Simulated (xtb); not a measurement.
C₄H₇, charge -1, singlet, from a rough starting geometry; xtb with GFN2-xTB.

The xtb input:
```
$ xtb mol.xyz --gfn 2 --chrg -1 --opt vtight --json

# file mol.xyz
11

C     -0.02063120     1.27169999     0.14863282
C     -0.02490596    -0.89000596     0.15766659
C     -1.09882776     0.16784917    -0.20894771
C      1.00978291     0.24876579    -0.23821386
H      0.02880567     1.55325917     1.11892570
H      0.01390791    -1.85373104    -0.48878062
H     -0.01380409    -1.17396929     1.11280931
H     -1.99458752     0.19001920     0.39462237
H     -1.33330385     0.23904555    -1.22205886
H      1.99443414     0.14812619     0.40135577
H      1.37646456     0.16100571    -1.25894758
```

What the program printed (banner, timings and long lists left out):

```
   ID    Z sym.   atoms
    1    6 C      1-4
    2    1 H      5-11

           -------------------------------------------------
          |                Calculation Setup                |
           -------------------------------------------------

           -------------------------------------------------
          |                 G F N 2 - x T B                 |
           -------------------------------------------------

          ...................................................
          :                      SETUP                      :
          :.................................................:
          :  # basis functions                  23          :
          :  # atomic orbitals                  23          :
          :  # shells                           15          :
          :  # electrons                        24          :
          :  max. iterations                   250          :
          :  Hamiltonian                  GFN2-xTB          :
          :  restarted?                      false          :
          :  GBSA solvation                  false          :
          :  PC potential                    false          :
          :  electronic temp.          300.0000000     K    :
          :  accuracy                    1.0000000          :
          :  -> integral cutoff          0.2500000E+02      :
          :  -> integral neglect         0.1000000E-07      :
          :  -> SCF convergence          0.1000000E-05 Eh   :
          :  -> wf. convergence          0.1000000E-03 e    :
          :  Broyden damping             0.4000000          :
          :  net charge                         -1          :
          :  unpaired electrons                  0          :
          ...................................................

 iter      E             dE          RMSdq      gap      omega  full diag
   1    -12.2489969 -0.122490E+02  0.382E+00    8.61       0.0  T
   2    -12.3427113 -0.937144E-01  0.227E+00    6.30       1.0  T
   3    -12.3455270 -0.281569E-02  0.130E+00    6.72       1.0  T
   4    -12.3456703 -0.143350E-03  0.188E-01    6.74       1.0  T
   5    -12.3457128 -0.424974E-04  0.695E-02    6.74       1.0  T
   6    -12.3457173 -0.449195E-05  0.335E-02    6.75       1.0  T
   7    -12.3457180 -0.729109E-06  0.525E-03    6.75       5.7  T
   8    -12.3457182 -0.122560E-06  0.237E-03    6.75      12.7  T
   9    -12.3457182 -0.225540E-08  0.482E-04    6.75      62.5  T
  10    -12.3457182 -0.617012E-09  0.163E-04    6.75     184.7  T

   *** convergence criteria satisfied after 10 iterations ***

         :::::::::::::::::::::::::::::::::::::::::::::::::::::
         ::                     SUMMARY                     ::
         :::::::::::::::::::::::::::::::::::::::::::::::::::::
         :: total energy             -12.157362776771 Eh    ::
         :: gradient norm              0.214618555324 Eh/a0 ::
         :: HOMO-LUMO gap              6.748160578476 eV    ::
         ::.................................................::
         :: SCC energy               -12.345716229921 Eh    ::
         :: -> isotropic ES            0.133592046083 Eh    ::
         :: -> anisotropic ES          0.010081088354 Eh    ::
         :: -> anisotropic XC          0.004847954046 Eh    ::
         :: -> dispersion             -0.006867437081 Eh    ::
         :: repulsion energy           0.188353453151 Eh    ::
         :: add. restraining           0.000000000000 Eh    ::
         :: total charge              -1.000000000000 e     ::
         :::::::::::::::::::::::::::::::::::::::::::::::::::::

      -----------------------------------------------------------
     |                   =====================                   |
     |                        A N C O P T                        |
     |                   =====================                   |
     |               Approximate Normal Coordinate               |
[...]
 * total energy  :   -12.1929139 Eh     change       -0.1612071E-03 Eh
 * total energy  :   -12.1924732 Eh     change        0.4406983E-03 Eh
 * total energy  :   -12.1935902 Eh     change       -0.1117066E-02 Eh
 * total energy  :   -12.1936419 Eh     change       -0.5163348E-04 Eh
 * total energy  :   -12.1936917 Eh     change       -0.4980527E-04 Eh
 * total energy  :   -12.1937169 Eh     change       -0.2519861E-04 Eh
 * total energy  :   -12.1937213 Eh     change       -0.4481304E-05 Eh
 * total energy  :   -12.1937236 Eh     change       -0.2230102E-05 Eh
 * total energy  :   -12.1937250 Eh     change       -0.1451059E-05 Eh
 * total energy  :   -12.1937256 Eh     change       -0.6162187E-06 Eh
 * total energy  :   -12.1937259 Eh     change       -0.2798054E-06 Eh
 * total energy  :   -12.1937260 Eh     change       -0.9487561E-07 Eh
   *** GEOMETRY OPTIMIZATION CONVERGED AFTER 28 ITERATIONS ***
         :: total energy             -12.193726009782 Eh    ::
[...]
        11        2.0000           -0.1584085              -4.3105
        12        2.0000           -0.0407021              -1.1076 (HOMO)
        13                          0.2722367               7.4079 (LUMO)
        14                          0.2864439               7.7945
        15                          0.2983712               8.1191
        16                          0.3142866               8.5522
        17                          0.3376302               9.1874
        18                          0.3572089               9.7201
        19                          0.3948783              10.7452
        20                          0.4153969              11.3035
        21                          0.4299526              11.6996
        22                          0.5173649              14.0782
        23                          0.6000239              16.3275
      -------------------------------------------------------------
                  HL-Gap            0.3129387 Eh            8.5155 eV
             Fermi-level            0.1157673 Eh            3.1502 eV

     #   Z          covCN         q      C6AA      α(0)
     1   6 C        3.079    -0.319    36.887     9.957
     2   6 C        4.014    -0.026    20.954     6.503
     3   6 C        3.991    -0.024    20.934     6.500
     4   6 C        3.991    -0.025    20.934     6.500
     5   1 H        0.917    -0.161     8.274     4.499
     6   1 H        0.924    -0.039     3.843     3.066
     7   1 H        0.923    -0.070     4.610     3.358
     8   1 H        0.921    -0.089     5.178     3.559
     9   1 H        0.922    -0.079     4.890     3.458
    10   1 H        0.921    -0.089     5.178     3.559
    11   1 H        0.922    -0.079     4.889     3.458

 Mol. C6AA /au·bohr⁶  :       1274.704494
 Mol. C8AA /au·bohr⁸  :      26150.873214
 Mol. α(0) /au        :         54.416617

Wiberg/Mayer (AO) data.
largest (>0.10) Wiberg bond orders for each atom

 ---------------------------------------------------------------------------
     #   Z sym  total        # sym  WBO       # sym  WBO       # sym  WBO
 ---------------------------------------------------------------------------
     1   6 C    2.959 --     3 C    0.967     4 C    0.966     5 H    0.958
     2   6 C    3.979 --     4 C    1.005     3 C    1.005     6 H    0.982
                             7 H    0.975
     3   6 C    3.926 --     2 C    1.005     9 H    0.973     1 C    0.967
                             8 H    0.962
     4   6 C    3.926 --     2 C    1.005    11 H    0.973     1 C    0.966
                            10 H    0.962
     5   1 H    0.974 --     1 C    0.958
     6   1 H    0.998 --     2 C    0.982
     7   1 H    0.995 --     2 C    0.975
     8   1 H    0.992 --     3 C    0.962
     9   1 H    0.994 --     3 C    0.973
    10   1 H    0.992 --     4 C    0.962
    11   1 H    0.994 --     4 C    0.973
 ---------------------------------------------------------------------------

Topologies differ in total number of bonds
Writing topology from bond orders to xtbtopo.mol

molecular dipole:
                 x           y           z       tot (Debye)
 q only:        0.004      -1.080       0.052
   full:        0.005      -1.635       0.752       4.574
molecular quadrupole (traceless):
                xx          xy          yy          xz          yz          zz
 q only:       -0.403       0.005      -2.634       0.026       0.321       3.038
  q+dip:        0.730       0.016      -3.866       0.026       3.081       3.136
   full:        1.169       0.016      -3.608       0.019       3.189       2.439

optimized geometry written to: xtbopt.xyz

           -------------------------------------------------
          | TOTAL ENERGY              -12.193726009782 Eh   |
          | GRADIENT NORM               0.000049613778 Eh/α |
          | HOMO-LUMO GAP               8.515496499829 eV   |
           -------------------------------------------------
```
